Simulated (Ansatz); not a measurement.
Reaction (cleavage of the Si–Al bond): `F[Si](F)(F)[AlH2]` + H₂Se → `F[Si](F)(F)[SeH]` + `[AlH3]`

Gas-phase electronic energies from Ansatz, PBE0-D4/def2-TZVP geometries. CCSD(T)/CBS adds triple-zeta CCSD(T) − MP2 to the extrapolated MP2 energy (def2 sets, frozen cores). This one scheme is used for every species. DFT in def2-TZVPP. B3LYP here is the variant with VWN-RPA as its local correlation; programs differ in this. HSE06 is defined as in plane-wave codes. For Se outer-core shells are correlated without core-valence functions, which leaves a few kJ/mol of doubt a bond. Scalar relativity is left out up to krypton. One conformer a species, not always the lowest.

```tsv
level	ΔE (kJ/mol)
r2SCAN-D4	-61.1
PBE-QIDH	-61.2
B3LYP	-50.5
HSE06	-51.8
CCSD(T)/def2-TZVPP	-57.9
HF/def2-QZVPP	-62.2
MP2/CBS(def2)	-70.3
CCSD/CBS(def2)	-59.7
```

(1) What does CCSD(T)/CBS give? (Estimate.)

Largest T1 diagnostic among the species: 0.012.

Answers

(1) Computed: -60.0 kJ/mol. The listed levels differ from it by -1.1, -1.2, 9.5, 8.2, 2.1, -2.2, -10.3, 0.3 kJ/mol.

From BLYP to BHLYP (50 % exact exchange), in def2-TZVPP and without D4, ΔE moves by −12.1 kJ/mol. The D4 term adds −4.4 kJ/mol with B3LYP and −2.1 kJ/mol with PBE0; it sums over pairs of atoms, weighted by their polarisabilities, and B3LYP, whose exchange is more repulsive, gets the larger term.
